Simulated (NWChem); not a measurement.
System: C₃HCl₂F; SMILES FC=C=C(Cl)Cl

Input file for NWChem:

```
start job
memory heap 200 mb stack 900 mb global 1100 mb
geometry units angstroms noautosym nocenter noautoz
  F      0.450661     3.083612     0.000000
  C     -0.497096     2.154981     0.000000
  C     -0.251455     0.869399     0.000000
  C     -0.072562    -0.424920     0.000000
  Cl     0.057555    -1.351865    -1.451690
  Cl     0.057555    -1.351865     1.451690
  H     -1.507595     2.580181     0.000000
end
basis spherical
  F library def2-svp
  C library def2-svp
  Cl library def2-svp
  H library def2-svp
end
dft
  xc pbe0
  iterations 150
end
cosmo
  do_cosmo_smd true
  solvent dmso
end
task dft energy
```

Output (shortened):

```
             Northwest Computational Chemistry Package (NWChem) 7.3.0
             --------------------------------------------------------

                             Geometry "geometry" -> ""
                             -------------------------

 Output coordinates in angstroms (scale by  1.889725989 to convert to a.u.)

  No.       Tag          Charge          X              Y              Z
 ---- ---------------- ---------- -------------- -------------- --------------
    1 F                    9.0000     0.45066100     3.08361200     0.00000000
    2 C                    6.0000    -0.49709600     2.15498100     0.00000000
    3 C                    6.0000    -0.25145500     0.86939900     0.00000000
    4 C                    6.0000    -0.07256200    -0.42492000     0.00000000
    5 Cl                  17.0000     0.05755500    -1.35186500    -1.45169000
    6 Cl                  17.0000     0.05755500    -1.35186500     1.45169000
    7 H                    1.0000    -1.50759500     2.58018100     0.00000000

 Effective nuclear repulsion energy (a.u.)     308.3349057612

                                 NWChem DFT Module
                                 -----------------

 Summary of "ao basis" -> "ao basis" (spherical)
 ------------------------------------------------------------------------------
       Tag                 Description            Shells   Functions and Types
 ---------------- ------------------------------  ------  ---------------------
 F                          def2-svp                 6       14   3s2p1d
 C                          def2-svp                 6       14   3s2p1d
 Cl                         def2-svp                 8       18   4s3p1d
 H                          def2-svp                 3        5   2s1p

 in cosmo_initialize ...
 calling solv_data for solv:dmso

 solvent parameters
 solvname_short: dmso
 solvname_long:  dimethylsulfoxide
 dielec:       46.8260
 dielecinf:     2.0079
 nonaqueous SMD model solvent descriptors
 dielec:       46.8260
 sola:          0.0000
 solb:          0.8800
 solc:          0.0000
 solg:         61.7800
 solh:          0.0000
 soln:          1.4170

          ---------------
          -cosmo- solvent
          ---------------
 Cosmo: York-Karplus, doi: 10.1021/jp992097l
 dielectric constant -eps-     =  46.83
 screen = (eps-1)/(eps    )    =   0.97864
 surface charge correction     = lagrangian

   van der Waals surface
 --------------------------

[...]

                                COSMO-SMD solvation results
                                ---------------------------

             internal energy in gas <Psi(g)|H|Psi(g)> =     -1134.089177916545
         internal energy in solvent <Psi(s)|H|Psi(s)> =     -1134.088420070982
                               delta internal energy  =         0.000757845562 (    0.48 kcal/mol)
   total free energy in solvent <Psi(s)|H+V/2|Psi(s)> =     -1134.092972599262
 polarization energy contribution <Psi(s)|V/2|Psi(s)> =        -0.004552528280 (   -2.86 kcal/mol)
    total free energy in solvent including G(SMD-CDS) =     -1134.091514389406
                       G(SMD-CDS) energy contribution =         0.001458209857 (    0.92 kcal/mol)
     1 M fixed-concentration free energy of solvation =        -0.002336472861 (   -1.47 kcal/mol)

                       DFT Final Molecular Orbital Analysis
                       ------------------------------------

 Vector   29  Occ=2.000000D+00  E=-3.399259D-01
              MO Center=  2.7D-02, -1.1D+00,  1.1D-08, r^2= 3.8D+00
   Bfn.  Coefficient  Atom+Function         Bfn.  Coefficient  Atom+Function
  ----- ------------  ---------------      ----- ------------  ---------------
    69      0.361713  5 Cl pz                87      0.361713  6 Cl pz
    66      0.279769  5 Cl pz                84      0.279769  6 Cl pz
    68     -0.266132  5 Cl py                86      0.266132  6 Cl py
    65     -0.196665  5 Cl py                83      0.196665  6 Cl py
    63      0.159598  5 Cl pz                81      0.159598  6 Cl pz

 Vector   30  Occ=2.000000D+00  E=-2.934911D-01
              MO Center= -2.0D-01,  1.1D+00,  7.1D-09, r^2= 3.3D+00
   Bfn.  Coefficient  Atom+Function         Bfn.  Coefficient  Atom+Function
  ----- ------------  ---------------      ----- ------------  ---------------
    34      0.397867  3 C  pz                20      0.359606  2 C  pz
    37      0.273669  3 C  pz                 6      0.264775  1 F  pz
    68      0.215339  5 Cl py                86     -0.215339  6 Cl py
     9     -0.207682  1 F  pz                23      0.183858  2 C  pz
    65      0.161938  5 Cl py                83     -0.161938  6 Cl py

 Vector   31  Occ=2.000000D+00  E=-2.826201D-01
              MO Center= -1.1D-01, -1.4D-01, -7.2D-09, r^2= 3.4D+00
   Bfn.  Coefficient  Atom+Function         Bfn.  Coefficient  Atom+Function
  ----- ------------  ---------------      ----- ------------  ---------------
    32      0.382123  3 C  px                67     -0.330452  5 Cl px
    85     -0.330452  6 Cl px                46      0.302819  4 C  px
    35      0.257716  3 C  px                64     -0.223124  5 Cl px
    82     -0.223124  6 Cl px                49      0.168450  4 C  px
    61     -0.128511  5 Cl px                79     -0.128511  6 Cl px

 Vector   32  Occ=0.000000D+00  E=-3.089554D-02
              MO Center= -1.7D-01,  4.4D-01, -6.2D-09, r^2= 3.1D+00
   Bfn.  Coefficient  Atom+Function         Bfn.  Coefficient  Atom+Function
  ----- ------------  ---------------      ----- ------------  ---------------
    49      0.563704  4 C  px                35     -0.483094  3 C  px
    46      0.457287  4 C  px                32     -0.383306  3 C  px
    67     -0.231559  5 Cl px                85     -0.231559  6 Cl px
    94     -0.213085  7 H  s                  3      0.197186  1 F  s
    22     -0.161285  2 C  py                 5      0.141404  1 F  py

[...]
```

Level: PBE0/def2-SVP, SMD on the gas-phase geometry. All runs use the structure optimised with PBE0/def2-SVP. Solvent: dimethyl sulfoxide.
